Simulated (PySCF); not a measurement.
C4H5FSi, SMILES C#C/C(F)=C/[SiH3]. Atoms are numbered in the order given.

```xyz
11

C     -0.4699     3.1650     0.0000
C     -0.1943     1.9845     0.0000
C      0.1268     0.5958     0.0000
F      1.4440     0.3512     0.0000
C     -0.7406    -0.4249     0.0000
Si    -0.1897    -2.2155     0.0000
H     -0.7156     4.2116     0.0000
H     -1.8006    -0.1586     0.0000
H      0.6261    -2.5211    -1.2130
H      0.6261    -2.5211     1.2130
H     -1.4079    -3.0777     0.0000
```

Geometry optimised at PBE0-D3(BJ)/def2-SVP. The structure was generated by enumeration; whether it is a known compound was not checked.

Two levels are set side by side: PBE/pcSseg-1 (PySCF) and PBE0/pcSseg-1 (PySCF). GIAO shifts against CFCl3 (¹⁹F), TMS (²⁹Si), TMS (¹H), TMS (¹³C) at the same level; non-relativistic, no solvent, atoms listed together averaged. Differences are taken from unrounded values.

| quantity | PBE0 | PBE | PBE minus PBE0 |
|---|---|---|---|
| δ(¹³C) of C1 (ppm) | 90.6 | 87.5 | -3.1 |
| δ(¹³C) of C2 (ppm) | 80.7 | 82.3 | 1.6 |
| δ(¹³C) of C3 (ppm) | 162.2 | 160.4 | -1.8 |
| δ(¹⁹F) of F4 (ppm) | -82.8 | -90.0 | -7.2 |
| δ(¹³C) of C5 (ppm) | 113.1 | 109.8 | -3.4 |
| δ(²⁹Si) of Si6 (ppm) | -83.1 | -88.3 | -5.2 |
| δ(¹H) of H7 (ppm) | 3.48 | 3.32 | -0.16 |
| δ(¹H) of H8 (ppm) | 5.78 | 5.69 | -0.09 |

Rough cost on one machine, each run with all the roots and properties that it gave: PBE0 against PBE within a factor of 2.
